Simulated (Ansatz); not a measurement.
`[SiH3][SiH2]SCS`, charge 0, multiplicity 1.

(1) Give a relaxed structure at PBE0-D4/def2-TZVP (the Gaussian-basis code of Ansatz). (Best estimate.)

Results:

(1) Ansatz gave: 
```xyz
13

Si   -0.665   -1.935    0.489
Si    1.225   -0.742   -0.227
S     0.822    0.917   -1.528
C     0.163    2.108   -0.333
S    -1.216    1.546    0.687
H    -1.816   -1.660   -0.410
H    -0.370   -3.397    0.424
H    -1.026   -1.597    1.889
H     2.090   -1.611   -1.069
H     2.014   -0.253    0.940
H     0.941    2.398    0.374
H    -0.123    2.989   -0.906
H    -2.039    1.238   -0.329
```
This is one stationary point; other conformers may exist.
